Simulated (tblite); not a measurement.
A tight-binding relaxation on `N#C/C=C/C1=C[CH2][GeH2][SiH2]1`.

Computed with GFN2-xTB geometry optimisation, gas phase (tblite 0.8.0). Start geometry: from a force field or distance geometry. The input is one job of a driver script: a line of settings, then coordinates in Å.

Command:
```bash
OMP_NUM_THREADS=1 python probes_run.py task.json out
```

Input:
```
{"job": {"kind": "relax", "xc": "GFN2-xTB", "basis": "xTB"}, "charge": 0, "multiplicity": 1}
N      5.037100    -0.374000     1.257600
C      3.959300    -0.104500     0.877600
C      2.650600     0.213600     0.429100
C      1.588400    -0.500900     0.808800
C      0.194300    -0.238200     0.393700
C     -0.810100    -1.019200     0.826900
C     -2.252500    -0.814700     0.440800
Ge    -2.458900     0.701800    -0.751700
Si    -0.250500     1.143200    -0.749500
H      2.529200     1.059600    -0.236800
H      1.757000    -1.346200     1.486700
H     -0.589100    -1.845300     1.500400
H     -2.859100    -0.637100     1.370100
H     -2.624000    -1.733000    -0.062600
H     -2.962600     0.258100    -2.152900
H     -3.289300     1.835400    -0.085100
H      0.032600     2.455900    -0.136900
H      0.338900     0.951900    -2.081300
```

Output:
```
step      E/eV     max force
  0    -650.40441    3.086
  1    -650.35404    8.742
  2    -650.57763    0.985
  3    -650.61189    0.657
  4    -650.65081    0.633
  5    -650.71577    0.903
  6    -650.73875    0.601
  7    -650.76237    0.280
  8    -650.77454    0.404
  9    -650.78694    0.331
... (22 lines left out)
 32    -650.81510    0.024
 33    -650.81518    0.029
 34    -650.81527    0.026
 35    -650.81534    0.024
 36    -650.81540    0.024
 37    -650.81544    0.019
 38    -650.81547    0.016
 39    -650.81551    0.016
 40    -650.81553    0.013
 41    -650.81555    0.008
```

«max force» is the largest atomic force in eV/Å.

Task: From which step on does the largest force stay under 0.1 eV/Å, and how much energy is left to gain from there?

Result: From step 15 (0.084 eV/Å), 3.3 meV above the end.

Main results: energy lowered by 9.5 kcal/mol over 41 steps; largest atomic force 0.008 eV/Å at the end.

The run took 0.41 s wall on an Arm Neoverse V1 with one thread, on a shared host.
Labels such as C1 count atoms from 1, the log's own numbers from 0.
